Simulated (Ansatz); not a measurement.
Relaxation of Cl2F3Ge (6 atoms, charge 0, multiplicity 2), to a largest force component of 0.03 eV/Å in at most 50 steps.

Computed with UKS PBE-D4/def2-SVP in Ansatz.

```xyz
6
Properties=species:S:1:pos:R:3
Ge -0.011 -0.021 -0.240
F 0.090 0.149 2.630
F 1.613 -0.029 -0.914
F -0.831 1.382 -0.910
Cl -1.045 -1.811 -0.962
Cl -0.068 -0.110 4.198
```

Problem. Where does it end, and by what steps?

Solution. It converged. The force dipped under the threshold on the way, but the program's further checks kept it going. After 23 steps the energy has fallen by 2.626 eV; Cl6 moved furthest, 1.44 Å. Parted: F2–Cl6 (1.60 → 2.56 Å). Joined: Ge1–F2 (2.88 → 1.75 Å).

| step | energy less start (eV) | largest force component (eV/Å) | accepted |
| --- | --- | --- | --- |
| 0 | 0.0000 | 2.987 | yes |
| 1 | -0.1242 | 2.619 | yes |
| 2 | -0.4839 | 2.113 | yes |
| 3 | -1.1286 | 3.784 | yes |
| 4 | -2.0871 | 2.991 | yes |
| 5 | -2.2960 | 3.218 | yes |
| 6 | -2.4946 | 0.348 | yes |
| 7 | -2.5108 | 0.106 | yes |
| 8 | -2.5127 | 0.047 | yes |
| 9 | -2.5248 | 0.250 | yes |
| 10 | -2.5405 | 0.261 | yes |
| 11 | -2.5578 | 0.178 | yes |
| 12 | -2.5711 | 0.086 | yes |
| 13 | -2.5669 | 0.128 | no |
| 14 | -2.5747 | 0.053 | yes |
| 15 | -2.5771 | 0.011 | yes |
| 16 | -2.5794 | 0.064 | yes |
| 17 | -2.5836 | 0.291 | yes |
| 18 | -2.5932 | 0.333 | yes |
| 19 | -2.6087 | 0.278 | yes |
| 20 | -2.6242 | 0.095 | yes |
| 21 | -2.6252 | 0.095 | yes |
| 22 | -2.6258 | 0.035 | yes |
| 23 | -2.6259 | 0.020 | yes |

```xyz
6
Properties=species:S:1:pos:R:3
Ge 0.135 -0.043 0.153
F 1.059 0.196 1.621
F 1.294 0.187 -1.106
F -1.023 1.222 -0.009
Cl -0.706 -1.980 0.025
Cl -1.011 -0.022 3.116
```

Whether the end is a true minimum wasn't checked by a vibrational analysis.

Time of the run: 76 s on 4 threads of Arm Neoverse V1 (shared host), peak memory 0.29 GiB.
